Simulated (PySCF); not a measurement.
How methods differ on the ionisation energy of Se²⁺

Se²⁺ [Ar] 3d10 4s2 4p2 (3P) → Se³⁺ [Ar] 3d10 4s2 4p1 (2P), as a difference of total energies. All numbers are calculated (PySCF 2.14, the non-relativistic Hamiltonian (point nucleus), in def2-TZVPPD (7s6p5d1f, 57 functions)). Correlated levels: valence: [Ar] 3d10 frozen. The calculations carry no spin-orbit coupling.

Problem. Order these methods by the ionisation energy they give, lowest first.
A. CCSD (valence)
B. MP2 (valence)
C. UHF
D. SCS-MP2 (valence)

Solution. C (30.949 eV), D (31.265 eV), B (31.341 eV), A (31.372 eV).

A first-order spin-orbit estimate (lowest level to lowest level, LS coupling) adds -0.037 eV.

These non-relativistic numbers lack the scalar-relativistic shift.

Errors of the correlated levels include the incompleteness of this basis and the frozen core.

For comparison: 31.697 ± 0.019 eV (measured; NIST Atomic Spectra Database, ionization energies).
